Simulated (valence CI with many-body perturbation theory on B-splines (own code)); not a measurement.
# Re⁴⁺: electric-dipole lines

Level of theory: configuration interaction combined with many-body perturbation theory (CI+MBPT): three valence electrons over a frozen Dirac-Fock core [Xe] 4f14, radial functions for each j: 9 s, 9 p, 10 d, 8 f, 5 g, 3 h, 1 i, with the one-electron correlation potential Σ1 (screened to all orders), the two-electron term Σ2, the three-electron term Σ3, Breit, model QED; selected single and double excitations, second order for the rest, scaled by the run's own slope (own B-spline code, finite nucleus).

Set against measurement, 62 paired levels are off by 1190 cm⁻¹ on average, the worst by 2237. These come from a selection out of Brasseur, Gamrath and Quinet, At. Data Nucl. Data Tables 157, 101636 (2024). Levels without a partner in it may be off by more, other configurations by 1,000 to 8,000 cm⁻¹. 1 measured level below the end of the list, from 164068 cm⁻¹ on, found no clear computed partner.

Lines 51 to 100 of 225 in falling wavelength, among levels below 165810 cm⁻¹, chosen from the strongest by gf and those to the six lowest levels. Wavelengths and rates use the calculated energies, so an error of 1000 cm⁻¹ moves a line at 1396 Å by 1.4 % and its rate by three times that or more. Electric multipoles are in the length gauge, E1 and E2 with the static RPA response of the core. Weak lines are less certain than strong ones. Lines between different terms over intervals too small for the method are left out, as are lines whose strength nearly cancels. Where a level lies close to another of its J and parity, the split of strength between their lines is uncertain. The highest levels of a list are the least certain.

Names give the largest LS component (configuration and term), which can be under half, so a name can repeat, a term be missing and a line seem to break the LS rules; names also repeat where a configuration has a term twice. Letters in brackets count levels of one name in rising energy.

| λ vac (Å) | λ from measured levels | Upper | Lower | A (s⁻¹) | log gf | Branch % |
| --- | --- | --- | --- | --- | --- | --- |
| 1396 | 1383 | 5d2.6p 4D°_7/2 | 5d2.6s 2F_7/2 | 2.87e+08 | -0.17 | 4.6 |
| 1378 | 1373 | 5d2.6p 4F°_7/2 | 5d2.6s 4F_7/2 | 8.43e+07 | -0.72 | 2.2 |
| 1370 | 1361 | 5d2.6p 2F°_7/2 | 5d2.6s 4P_5/2 | 8.79e+07 | -0.70 | 2.3 |
| 1360 | 1354 | 5d2.6p 4S°_3/2 | 5d2.6s 4P_5/2 | 1.32e+08 | -0.83 | 2.7 |
| 1347 | 1338 | 5d2.6p 4S°_3/2 | 5d2.6s 4P_3/2 | 1.24e+08 | -0.87 | 2.5 |
| 1345 | 1341 | 5d2.6p 4G°_9/2 [b] | 5d2.6s 4F_9/2 | 5.78e+07 | -0.80 | 2.1 |
| 1344 | 1336 | 5d2.6p 4P°_1/2 | 5d2.6s 2D_3/2 | 3.31e+08 | -0.75 | 7.2 |
| 1338 | 1328 | 5d2.6p 2G°_7/2 [b] | 5d2.6s 2F_5/2 | 2.53e+08 | -0.27 | 6.1 |
| 1326 | 1319 | 5d2.6p 2F°_5/2 [a] | 5d2.6s 2F_5/2 | 2.88e+08 | -0.34 | 8.4 |
| 1325 | 1310 | 5d2.6p 4D°_7/2 | 5d2.6s 4P_5/2 | 4.27e+08 | -0.05 | 6.8 |
| 1322 | 1318 | 5d2.6p 4D°_5/2 [a] | 5d2.6s 4F_7/2 | 1.41e+08 | -0.65 | 2.4 |
| 1320 | 1317 | 5d2.6p 4D°_5/2 [b] | 5d2.6s 2F_7/2 | 4.34e+08 | -0.17 | 11.5 |
| 1319 | 1310 | 5d2.6p 4D°_5/2 [b] | 5d2.6s 2D_3/2 | 1.64e+08 | -0.59 | 4.3 |
| 1318 | 1312 | 5d2.6p 2G°_7/2 [a] | 5d2.6s 4F_7/2 | 1.19e+08 | -0.60 | 2.3 |
| 1307 | 1296 | 5d2.6p 2G°_9/2 | 5d2.6s 2F_7/2 | 6.58e+08 | 0.23 | 9.2 |
| 1295 | 1294 | 5d2.6p 4F°_5/2 [b] | 5d2.6s 4F_5/2 | 2.65e+08 | -0.40 | 9.4 |
| 1294 | 1289 | 5d2.6p 2F°_7/2 | 5d2.6s 2F_5/2 | 4.23e+08 | -0.07 | 11.2 |
| 1293 | 1282 | 5d2.6p 4D°_3/2 [c] | 5d2.6s 4P_1/2 | 2.16e+08 | -0.67 | 6.7 |
| 1289 | 1290 | 5d2.6p 4D°_1/2 [a] | 5d2.6s 4F_3/2 | 2.95e+08 | -0.83 | 6.1 |
| 1285 | 1282 | 5d2.6p 4S°_3/2 | 5d2.6s 2F_5/2 | 1.98e+08 | -0.71 | 4.0 |
| 1283 | 1278 | 5d2.6p 4D°_3/2 [c] | 5d2.6s 2F_5/2 | 3.98e+08 | -0.41 | 12.3 |
| 1278 | 1274 | 5d2.6p 4F°_7/2 | 5d2.6s 4F_5/2 | 1.66e+08 | -0.49 | 4.3 |
| 1269 | 1263 | 5d2.6p 2F°_5/2 [b] | 5d2.6s 2F_5/2 | 1.70e+08 | -0.61 | 3.0 |
| 1267 | 1260 | 5d2.6p 4P°_1/2 | 5d2.6s 4P_3/2 | 8.09e+08 | -0.41 | 17.5 |
| 1265 | 1263 | 5d2.6p 2H°_9/2 | 5d2.6s 4F_9/2 | 2.85e+08 | -0.17 | 7.3 |
| 1261 | 1258 | 5d2.6p 4P°_3/2 | 5d2.6s 4P_3/2 | 2.87e+08 | -0.56 | 6.9 |
| 1257 | 1250 | 5d2.6p 4D°_5/2 [b] | 5d2.6s 4P_5/2 | 2.70e+08 | -0.42 | 7.2 |
| 1253 | 1250 | 5d2.6p 4G°_9/2 [b] | 5d2.6s 4F_7/2 | 1.10e+09 | 0.41 | 39.5 |
| 1251 | 1250 | 5d2.6p 4F°_5/2 [b] | 5d2.6s 4F_3/2 | 4.77e+08 | -0.17 | 16.8 |
| 1248 | 1245 | 5d2.6p 4G°_11/2 | 5d2.6s 4F_9/2 | 1.52e+09 | 0.63 | 76.4 |
| 1239 | 1233 | 5d2.6p 4D°_7/2 | 5d2.6s 4F_9/2 | 2.56e+08 | -0.33 | 4.1 |
| 1232 | 1228 | 5d2.6p 2G°_7/2 [b] | 5d2.6s 4F_7/2 | 4.18e+08 | -0.12 | 10.1 |
| 1231 | 1226 | 5d2.6p 4D°_5/2 [a] | 5d2.6s 4F_5/2 | 3.76e+08 | -0.29 | 6.4 |
| 1227 | 1221 | 5d2.6p 2G°_7/2 [a] | 5d2.6s 4F_5/2 | 8.06e+08 | 0.16 | 15.2 |
| 1227 | 1222 | 5d2.6p 2D°_3/2 | 5d2.6s 4F_3/2 | 1.04e+09 | -0.03 | 23.8 |
| 1222 | 1220 | 5d2.6p 2F°_5/2 [a] | 5d2.6s 4F_7/2 | 1.56e+08 | -0.68 | 4.5 |
| 1215 | 1212 | 5d2.6p 4P°_3/2 | 5d2.6s 4P_1/2 | 8.79e+08 | -0.11 | 21.3 |
| 1191 | 1187 | 5d2.6p 4D°_5/2 [a] | 5d2.6s 4F_3/2 | 2.28e+08 | -0.54 | 3.9 |
| 1183 | 1182 | 5d2.6p 2H°_9/2 | 5d2.6s 4F_7/2 | 1.70e+08 | -0.45 | 4.4 |
| 1174 | 1173 | 5d2.6p 2F°_5/2 [b] | 5d2.6s 4F_7/2 | 1.12e+08 | -0.86 | 2.0 |
| 1169 | 1162 | 5d2.6p 2G°_9/2 | 5d2.6s 4F_9/2 | 5.07e+08 | 0.02 | 7.1 |
| 1167 | 1169 | 5d2.6p 4D°_1/2 [b] | 5d2.6s 4F_3/2 | 1.14e+09 | -0.33 | 34.6 |
| 1160 | 1155 | 5d2.6p 4D°_7/2 | 5d2.6s 4F_7/2 | 3.00e+08 | -0.31 | 4.8 |
| 1143 | 1141 | 5d2.6p 2F°_5/2 [a] | 5d2.6s 4F_5/2 | 2.39e+08 | -0.55 | 7.0 |
| 1111 | 1111 | 5d2.6p 4D°_3/2 [c] | 5d2.6s 4F_5/2 | 3.69e+08 | -0.56 | 11.4 |
| 1108 | 1109 | 5d2.6p 4D°_5/2 [b] | 5d2.6s 4F_7/2 | 2.35e+08 | -0.59 | 6.2 |
| 871.9 | 878.5 | 5d2.6p 4G°_5/2 | 5d3 4P_3/2 | 5.28e+07 | -1.44 | 4.4 |
| 850.7 | 855.4 | 5d2.6p 4F°_3/2 | 5d3 4P_1/2 | 6.97e+07 | -1.52 | 1.9 |
| 842.3 | 852.8 | 5d2.6p 4G°_5/2 | 5d3 4F_7/2 | 1.37e+07 | -2.06 | 1.1 |
| 837.6 | 839.4 | 5d2.6p 2G°_7/2 [b] | 5d3 2F_5/2 | 2.31e+08 | -0.71 | 5.6 |
